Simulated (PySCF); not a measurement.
Compound: C₄H₉ClO₃Si.
Numbering: `[CH3:1][O:2][C@@H:3]1[C@@H:4]([Cl:5])[C@H:6]1[O:7][SiH2:8][OH:9]`

Structure used (GFN2-xTB), in Å, numbered top down from 1:
```xyz
18
C4H9ClO3Si angstrom
C     -3.0378    0.3851   -0.4540
O     -2.2930   -0.5813    0.2612
C     -1.0041   -0.7321   -0.2245
C      0.0414   -1.2152    0.7361
Cl     1.2029   -2.3860    0.1762
C      0.0933    0.2037    0.2176
O      1.0324    0.5854   -0.6963
Si     2.5935    1.0257   -0.4360
O      3.4294   -0.0246    0.4671
H     -4.0166    0.4234    0.0182
H     -2.5611    1.3691   -0.4031
H     -3.1465    0.0953   -1.5047
H     -0.9343   -1.0884   -1.2517
H     -0.2434   -1.3842    1.7644
H     -0.1629    0.9627    0.9530
H      2.9904    1.1007   -1.8306
H      2.6940    2.2376    0.3641
H      3.3137   -0.9706    0.3715
```

NICS = −σ at a ghost point: NICS(0) at the centroid of the ring atoms, NICS(1) 1 Å to either side along the normal of their mean plane, zz for the tensor component along that normal. Level: GIAO PBE0/pcSseg-1 (PySCF, non-relativistic, gas phase) on the GFN2-xTB geometry, one conformer.

Ring bond lengths (Å), with Mayer bond orders in brackets: C3–C4 1.500 (0.89), C4–C6 1.512 (0.87), C6–C3 1.509 (0.91).

Q: What do the NICS probes read (ppm)?

A: 
```
    ring                                            type  NICS(0)  NICS(1), two faces  NICS(1)zz, two faces  rms pucker (Å)  centre to ring atoms, mean (Å)
C3–C4–C6  3-membered carbocycle; formal bonds all single    -35.2         -8.1 / -7.5         -18.3 / -12.5            0.00                            0.87
```

Q: What can be read from them?

A: 
- C3–C4–C6: mean NICS(1)zz -15.4 ppm, shielded. C3, C4, C6 have four or more neighbours, and the NICS criterion for π rings isn't applied. The two faces differ by 5.8 ppm, so no symmetry operation interchanges them. NICS(0) lies 27 ppm below the mean NICS(1).

Q: What is the mean of the two in-plane components of NICS at the second NICS(1) probe listed for ring C3–C4–C6, 1 Å off the ring?

A: The isotropic value is a third of the trace: (3 × -7.5 − (-12.5))/2 = -5.0 ppm.

Q: What are the shieldings of the ring atoms and their hydrogens in the same run (means over atoms taken as equivalent)?

A: 
| atoms | environment | σ isotropic (ppm) |
| --- | --- | --- |
| C3 | sp3 carbon bound to oxygen | 115.6 |
| C4 | sp3 C–Cl carbon | 142.9 |
| C6 | sp3 carbon bound to oxygen | 127.8 |
| H13 | methine hydrogen | 28.59 |
| H14 | methine hydrogen | 28.67 |
| H15 | methine hydrogen | 28.03 |
